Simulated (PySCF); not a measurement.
# Mayer bond orders and bond lengths

Compound: C7H12Si.
Numbering: `[CH2:1]=[CH:2]/[CH:3]=[CH:4]\[C:5](=[CH2:6])[CH2:7][SiH3:8]` (hydrogens: H9, H10 on C1; H11 on C2; H12 on C3; H13 on C4; H14, H15 on C6; H16, H17 on C7; H18, H19, H20 on Si8)

Structure used (GFN2-xTB), in Å, numbered top down from 1:
```xyz
20
C7H12Si angstrom
C      3.7882    0.3994    0.0266
C      2.4980    0.2379    0.3067
C      1.4417    0.9240   -0.3977
C      0.1283    0.6908   -0.2697
C     -0.5052   -0.3542    0.5267
C     -0.0546   -1.6073    0.5651
C     -1.7577    0.0541    1.2388
Si    -3.2825   -0.0094    0.0908
H      4.1160    1.0374   -0.7785
H      4.5597   -0.1075    0.5804
H      2.1954   -0.4185    1.1112
H      1.7646    1.7228   -1.0546
H     -0.5656    1.3486   -0.7803
H      0.8013   -1.9248   -0.0044
H     -0.5530   -2.3651    1.1472
H     -1.6440    1.0631    1.6390
H     -1.9284   -0.6148    2.0832
H     -3.1503    0.9802   -0.9809
H     -4.4694    0.3037    0.8893
H     -3.3877   -1.3499   -0.4844
```

Bond orders from the PBE0/pcSseg-1 density (PySCF). One conformer (not necessarily the lowest) at the GFN2-xTB geometry, without solvent, vibrations or thermal averaging.

Problem. How far do the computed orders between heavy atoms stray from the drawn ones?

Solution. The largest departure is 0.161, at C3–C4 (drawn double, 1.839).

Problem. Set the Mayer orders of the bonds beside their lengths.

Solution. 
```json
{"bond": "C1–C2", "drawn as": "double", "length (Å)": "1.330", "Mayer order": "1.896"}
{"bond": "C2–C3", "drawn as": "single", "length (Å)": "1.443", "Mayer order": "1.108"}
{"bond": "C3–C4", "drawn as": "double", "length (Å)": "1.340", "Mayer order": "1.839"}
{"bond": "C4–C5", "drawn as": "single", "length (Å)": "1.459", "Mayer order": "1.040"}
{"bond": "C5–C6", "drawn as": "double", "length (Å)": "1.332", "Mayer order": "1.916"}
{"bond": "C5–C7", "drawn as": "single", "length (Å)": "1.498", "Mayer order": "1.031"}
{"bond": "C7–Si8", "drawn as": "single", "length (Å)": "1.910", "Mayer order": "0.896"}
{"bond": "C1–H9", "drawn as": "single", "length (Å)": "1.078", "Mayer order": "0.959"}
{"bond": "C1–H10", "drawn as": "single", "length (Å)": "1.076", "Mayer order": "0.949"}
{"bond": "C2–H11", "drawn as": "single", "length (Å)": "1.081", "Mayer order": "0.946"}
{"bond": "C3–H12", "drawn as": "single", "length (Å)": "1.083", "Mayer order": "0.953"}
{"bond": "C4–H13", "drawn as": "single", "length (Å)": "1.084", "Mayer order": "0.942"}
{"bond": "C6–H14", "drawn as": "single", "length (Å)": "1.076", "Mayer order": "0.944"}
{"bond": "C6–H15", "drawn as": "single", "length (Å)": "1.078", "Mayer order": "0.941"}
{"bond": "C7–H16", "drawn as": "single", "length (Å)": "1.091", "Mayer order": "0.939"}
{"bond": "C7–H17", "drawn as": "single", "length (Å)": "1.091", "Mayer order": "0.943"}
{"bond": "Si8–H18", "drawn as": "single", "length (Å)": "1.465", "Mayer order": "0.942"}
{"bond": "Si8–H19", "drawn as": "single", "length (Å)": "1.464", "Mayer order": "0.939"}
{"bond": "Si8–H20", "drawn as": "single", "length (Å)": "1.463", "Mayer order": "0.948"}
```

Bonds between the same two heavy elements. C–C: lowest C5–C7 (1.031, 1.498 Å), highest C5–C6 (1.916, 1.332 Å).

Problem. Sum the orders of all bonds at each heavy atom with more than one neighbour and set the sums beside the valence in the SMILES.

Solution. C1 3.804 (drawn 4), C2 3.950 (drawn 4), C3 3.900 (drawn 4), C4 3.821 (drawn 4), C5 3.987 (drawn 4), C6 3.801 (drawn 4), C7 3.809 (drawn 4), Si8 3.725 (drawn 4). Orders between atoms that aren't bonded are not in these sums.

For a closed shell the Mayer order of atoms A and B is Σ (PS)μν (PS)νμ over the basis functions μ on A and ν on B, with P the density and S the overlap matrix.

These values come from a run that also computed NMR shieldings. On one thread of an Arm Neoverse N1, no GPU, shared host with 64 logical CPUs at a one-minute load of 58, this took 60 s and 0.91 GiB of memory at its peak.
